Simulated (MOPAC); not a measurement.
Input for MOPAC: AM1 on AlClFH (SMILES [F][AlH][Cl]), a point of a bond scan (R = 1.867 Å).

```
AM1 1SCF PRECISE CHARGE=0 THREADS=1
AlClFH

Al    -0.56121200 1     0.17720720 1    -0.47070291 1
H     -1.99469661 1    -0.47937698 1    -1.46968532 1
F     -0.21592676 1     1.78615354 1    -0.49600494 1
Cl     0.64675761 1    -1.05936054 1     0.69919827 1
```

The log:

```
*******************************************************************************
 **                                                                           **
 **                              MOPAC v23.2.5                                **
 **                                                                           **
 *******************************************************************************
 ** MOPAC's Digital Object Identifier: https://doi.org/10.5281/zenodo.6511958 **
 **                                                                           **
 ** Please cite the open-source release paper for use of this MOPAC version:  **
 ** J. E. Moussa and J. J. P. Stewart (2026)                                  **
 ** MOPAC: An open-source semiempirical molecular orbital program             **
 ** J. Open Source Softw., 11(119), 8025, https://doi.org/10.21105/joss.08025 **
 *******************************************************************************

                              AM1 CALCULATION RESULTS

 *******************************************************************************
 *  AM1        - The AM1 Hamiltonian to be used
 *
 *
 *
 *                 CHARGE ON SYSTEM = 0
 *
 *
 *
 *  PRECISE    - TIGHTER CRITERIA TO BE USED
 *  1SCF       - DO 1 SCF AND THEN STOP
 *  THREADS=1  - MULTI-THREADING NOT USED
 *  T=         - A TIME OF 172800.0 SECONDS REQUESTED
 *  DUMP=N     - RESTART FILE WRITTEN EVERY 7200.0 SECONDS REQUESTED
 *******************************************************************************
AM1 1SCF PRECISE CHARGE=0 THREADS=1
 AlClFH

   ATOM   CHEMICAL          X               Y               Z
  NUMBER   SYMBOL      (ANGSTROMS)     (ANGSTROMS)     (ANGSTROMS)

     1      Al         -0.56121200  *   0.17720720  *  -0.47070291  *
     2       H         -1.99469661  *  -0.47937698  *  -1.46968532  *
     3       F         -0.21592676  *   1.78615354  *  -0.49600494  *
     4      Cl          0.64675761  *  -1.05936054  *   0.69919827  *



          CARTESIAN COORDINATES

    NO.       ATOM           X           Y           Z

     1        Al         -0.5612      0.1772     -0.4707
     2         H         -1.9947     -0.4794     -1.4697
     3         F         -0.2159      1.7862     -0.4960
     4        Cl          0.6468     -1.0594      0.6992

  H: (AM1): M.J.S. DEWAR ET AL, J. AM. CHEM. SOC. 107 3902-3909 (1985)
  F: (AM1): M.J.S. DEWAR AND E. G. ZOEBISCH, THEOCHEM, 180, 1 (1988).
 Al: (AM1): M. J. S. Dewar, A. J. Holder, Organometallics, 9, 508-511 (1990).
 Cl: (AM1): M.J.S. DEWAR AND E. G. ZOEBISCH, THEOCHEM, 180, 1 (1988).

           Empirical Formula: H Al F Cl  =     4 atoms



      MOLECULAR POINT GROUP   :   Cs


      RHF CALCULATION, NO. OF DOUBLY OCCUPIED LEVELS = 9


 -------------------------------------------------------------------------------
 AM1 1SCF PRECISE CHARGE=0 THREADS=1
 AlClFH



     1SCF WAS SPECIFIED, SO BFGS WAS NOT USED
     SCF FIELD WAS ACHIEVED


                              AM1 CALCULATION
                                                       MOPAC v23.2.5 Linux




          FINAL HEAT OF FORMATION =       -109.25567 KCAL/MOL =    -457.12572 KJ/MOL


          COSMO AREA              =        101.53 SQUARE ANGSTROMS
          COSMO VOLUME            =         87.50 CUBIC ANGSTROMS

          IONIZATION POTENTIAL    =         10.895676 EV
          HOMO LUMO ENERGIES (EV) =        -10.896 -0.843
          NO. OF FILLED LEVELS    =          9
          MOLECULAR WEIGHT        =         82.4408         POINT GROUP:  Cs

          MOLECULAR DIMENSIONS (Angstroms)

            Atom       Atom       Distance
           Cl     4    H     2     3.46666
            F     3    H     2     2.59440
           Al     1   Cl     4     0.00000


          SCF CALCULATIONS        =          1





   ATOM   CHEMICAL          X               Y               Z
  NUMBER   SYMBOL      (ANGSTROMS)     (ANGSTROMS)     (ANGSTROMS)

     1      Al         -0.56121200  *   0.17720720  *  -0.47070291  *
     2       H         -1.99469661  *  -0.47937698  *  -1.46968532  *
     3       F         -0.21592676  *   1.78615354  *  -0.49600494  *
     4      Cl          0.64675761  *  -1.05936054  *   0.69919827  *

                             CARTESIAN COORDINATES

   1   Al       -0.561212000     0.177207200    -0.470702910
   2    H       -1.994696610    -0.479376980    -1.469685320
   3    F       -0.215926760     1.786153540    -0.496004940
   4   Cl        0.646757610    -1.059360540     0.699198270


           Empirical Formula: H Al F Cl  =     4 atoms



      MOLECULAR POINT GROUP   :   Cs


                  EIGENVALUES
 -47.40426 -36.60572 -16.43829 -15.09708 -14.50577 -14.06920 -12.43535 -12.31298
 -10.89568  -0.84298  -0.68502   1.20702   2.77939


              NET ATOMIC CHARGES AND DIPOLE CONTRIBUTIONS

  ATOM NO.   TYPE          CHARGE      No. of ELECS.   s-Pop       p-Pop
    1         Al           0.590065        2.4099     0.99839     1.41155
    2          H          -0.001733        1.0017     1.00173
    3          F          -0.338055        7.3381     1.87651     5.46154
    4         Cl          -0.250278        7.2503     1.97852     5.27176
 DIPOLE           X         Y         Z       TOTAL
 POINT-CHG.    -2.001    -1.121    -1.357     2.665
 HYBRID         0.774     0.956     0.429     1.303
 SUM           -1.227    -0.165    -0.928     1.547


          ATOMIC ORBITAL ELECTRON POPULATIONS

     Atom    s        px        py        pz
    1 Al   0.99839   0.52829   0.46978   0.41348
    2  H   1.00173
    3  F   1.87651   1.89672   1.68231   1.88251
    4 Cl   1.97852   1.75814   1.76187   1.75175

 **********************
 *                    *
 * JOB ENDED NORMALLY *
 *                    *
 **********************




 == MOPAC DONE ==
```

The run finished.

Cost: about 0.03 core-seconds (a rough figure).
